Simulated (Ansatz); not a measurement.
Ansatz results at the PBE0-D4/def2-TZVP geometry: size of the dipole moment (B3LYP/def2-TZVPP) 1.54 D; HOMO energy (B3LYP/def2-TZVPP) -7.23 eV; LUMO energy (PBE0/def2-TZVPP) -1.45 eV.

Each molecule was computed in one conformer, which needn't be the lowest.

Task: Which molecule gave them?
A. `C[O][Mg][Br]`
B. `[CH3][Mg][O][SiH3]`
C. `[NH2][Mg][OH]`
D. `[MgH2]`

Result: A. The others give `[CH3][Mg][O][SiH3]`: 2.11, -7.35, -1.03; `[MgH2]`: 0.00, -7.05, -0.53; `[NH2][Mg][OH]`: 0.70, -6.08, -0.89.

B3LYP here is the variant with VWN-RPA as its local correlation; programs differ in this.
